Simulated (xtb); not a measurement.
CHN, triplet, at a GFN2-xTB geometry (a higher spin typed on purpose: for a closed-shell molecule this is an excited state). Base run: GFN2-xTB in xtb 6.7.1.

xtb was given this input:
```
$ xtb mol.xyz --gfn 2 --uhf 2 --json

# file mol.xyz
3

C     -0.45270886     0.35757152    -0.08821317
N      0.58114433    -0.25990983     0.07503626
H     -1.35175721    -0.32606026     0.00402514
```

Variants of this job, named by their change:

| change | ΔE vs base (mEh) | dipole (D) | SCF cycles |
|---|---|---|---|
| base | 0.000 | 1.55 | 12 |
| etemp = 3000 | -2.781 | 1.53 | 12 |
| alpb = ether | -4.420 | 1.81 | 11 |
| etemp = 5000 | -12.567 | 1.54 | 11 |

ALPB and GBSA are two models with their own fitted parameters for each solvent, which aren't always the measured dielectric constant.
